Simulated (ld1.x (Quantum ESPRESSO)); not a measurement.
**erbium (Er), ultrasoft: configuration errors across variants**

- Element: Er
- Generator: ld1.x (Quantum ESPRESSO) 7.5
- Type: ultrasoft
- Functional: PBE
- Relativity: scalar-relativistic
- Frozen core: [Kr] 4d10
- Valence charge: 22
- Reference configuration: 4f12 5s2 5p6 5d0 6s1 6p1
- Partial waves: 5s (bound): rcut 1.60, rcutus 1.85 bohr; 6s (bound): rcut 1.60, rcutus 1.85 bohr; 5p (bound): rcut 1.95, rcutus 2.25 bohr; 6p (bound): rcut 1.95, rcutus 2.25 bohr; 5d (bound, empty): rcut 2.85, rcutus 3.80 bohr; 5d channel at 0.4 Ry: rcut 2.85, rcutus 3.80 bohr; 4f (bound): rcut 1.10, rcutus 1.40 bohr; 4f channel at 0.25 Ry: rcut 1.10, rcutus 1.40 bohr
- Local potential: all-electron potential smoothed inside 1.30 bohr (lloc = -2)
- Core correction: a·sin(br)/r model core, default radius (core density twice the valence density)
- Augmentation charge: built from norm-conserving waves at rcut, not smoothed further

All-electron excitation energies from the reference (eV): (1) 4f12 5s2 5p6 5d0 6s2 6p0 -2.794; (2) 4f12 5s2 5p6 5d0 6s1 6p0 3.588; (3) 4f12 5s2 5p6 5d0 6s0 6p0 15.543; (4) 4f12 5s2 5p6 5d0.5 6s1.5 6p0 -1.327; (5) 4f13 5s2 5p6 5d0 6s0 6p0 5.464; (6) 4f11 5s2 5p6 5d0 6s2 6p0 7.612; (7) 4f12 5s2 5p6 5d0 6s0 6p1 7.203.

The overlap operator is not positive definite (basis up to 400 Ry) in “base”, “local potential all-electron potential smoothed inside 1.96 bohr (lloc = -2)”. Such files are unfit for use, however small their errors in these radial tests.

Tests that are not counted but printed errors over 1 eV. “local potential all-electron potential smoothed inside 2.96 bohr (lloc = -2)”: 4f13 5s2 5p6 5d0 6s0 6p0 (solver errors, printed error -4916 eV). “local potential all-electron potential smoothed inside 3.34 bohr (lloc = -2)”: 4f13 5s2 5p6 5d0 6s0 6p0 (solver errors, printed error -4919 eV); 4f12 5s2 5p6 5d0 6s0 6p1 (solver errors, printed error -4633 eV).

5 further variants failed, have other tests or too few solved ones, and are left out.

The file “base” misses its own reference levels by 1.1 eV. The file “local potential all-electron potential smoothed inside 1.96 bohr (lloc = -2)” misses its own reference levels by 1.2 eV. The file “local potential all-electron potential smoothed inside 2.96 bohr (lloc = -2)” misses its own reference levels by 1.1 eV. The file “local potential all-electron potential smoothed inside 3.34 bohr (lloc = -2)” misses its own reference levels by 0.8 eV.

Errors AE − PS in meV (a dash: test not solved or not reliable):

```tsv
change	(1)	(2)	(3)	(4)	(5)	(6)	(7)	bound ghosts
base	-453	+93	+1261	+26	+1236	-2200	+713	not determined (overlap not positive)
local potential all-electron potential smoothed inside 1.96 bohr (lloc = -2)	-487	+90	+1337	+23	–	–	–	not determined (overlap not positive)
local potential all-electron potential smoothed inside 2.96 bohr (lloc = -2)	-470	+108	+1303	+22	–	-2169	+720	not determined
local potential all-electron potential smoothed inside 3.34 bohr (lloc = -2)	-508	+70	+1252	-19	–	-2519	–	not determined
```

Q: Give the same row for: local potential all-electron potential smoothed inside 2.24 bohr (lloc = -2).

A: -481, +96, +1325, +22, –, –, –; bound ghosts: not determined.
